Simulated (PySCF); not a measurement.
A mixed set of molecules. Theory: TDDFT wB97X-D/def2-SVPD, vertical, gas phase, core orbitals frozen in the response in PySCF. Geometries: PBE0-D3(BJ)/def2-SVP; one conformer of each isolated species. Triplets are in the Tamm–Dancoff approximation.

Task: Rank by computed lowest singlet excitation energy, highest first.
A. `c1c(cn(c1)C)[C@@H](N[SiH3])[SiH3]`
B. `CN(C)[Si@H]1C=C[Si@@H](N)C=C1`
C. `C#CCN[Si@@]1(C)CC[SiH2]N1`
D. `C[SiH2]N[SiH2][C@@H]1CC[C@@H]1C#N`
E. `C[Si@@H]([SiH2]N)[C@H]1C[C@@H](C#N)C1`

Result: D (6.64 eV), C (6.44 eV), E (6.04 eV), A (5.87 eV), B (4.66 eV).

```json
{"SMILES": "C[SiH2]N[SiH2][C@@H]1CC[C@@H]1C#N", "S1 (eV)": "6.64", "HOMO (eV)": "-9.05", "LUMO (eV)": "1.88", "T1 (eV)": "6.23", "f (S1)": "0.011", "gap (eV)": "10.93", "S1 mainly": "H→L+1 (51%)"}
{"SMILES": "C#CCN[Si@@]1(C)CC[SiH2]N1", "S1 (eV)": "6.44", "HOMO (eV)": "-8.62", "LUMO (eV)": "1.93", "T1 (eV)": "5.41", "f (S1)": "0.037", "gap (eV)": "10.56", "S1 mainly": "H→L (64%)"}
{"SMILES": "C[Si@@H]([SiH2]N)[C@H]1C[C@@H](C#N)C1", "S1 (eV)": "6.04", "HOMO (eV)": "-9.11", "LUMO (eV)": "1.47", "T1 (eV)": "5.64", "f (S1)": "0.006", "gap (eV)": "10.58", "S1 mainly": "H→L (86%)"}
{"SMILES": "Cn1ccc([C@H]([SiH3])N[SiH3])c1", "S1 (eV)": "5.87", "HOMO (eV)": "-7.82", "LUMO (eV)": "1.89", "T1 (eV)": "4.38", "f (S1)": "0.004", "gap (eV)": "9.71", "S1 mainly": "H→L (62%)"}
{"SMILES": "CN(C)[Si@H]1C=C[Si@@H](N)C=C1", "S1 (eV)": "4.66", "HOMO (eV)": "-8.00", "LUMO (eV)": "0.69", "T1 (eV)": "4.04", "f (S1)": "0.005", "gap (eV)": "8.68", "S1 mainly": "H→L (82%)"}
```

H and L stand for HOMO and LUMO.
